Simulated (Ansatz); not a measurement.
System: SiH₂F, charge 0, doublet. SiH2F (SMILES F[SiH2], doublet).
B3LYP-D3(BJ)/def2-TZVP minimum from Ansatz (a quantum-chemistry and plane-wave program):
```
Si
F 1 1.6108
H 1 1.4871 2 107.72
H 1 1.4871 3 111.30 2 -117.87
```
Charge 0, spin multiplicity 2.

Total energies in cc-pV(T+d)Z, 13 correlated electrons, 6 frozen orbitals. Open shells are spin-unrestricted; no spin-orbit coupling. Correlated methods leave the cores frozen. No relativity.

```csv
method,program,energy (Eh),minus CCSDT(Q) (mEh)
HF,Ansatz,-389.60431,386.57
MP2,Ansatz,-389.96219,28.70
CCSD,Ansatz,-389.97944,11.44
CCSD(T),Ansatz,-389.98995,0.93
CCSDT(Q),Ansatz,-389.99088,0.00
```

Rough core times of Ansatz's runs on a shared machine: CCSD(T) under 20 s, CCSDT(Q) 30 min.
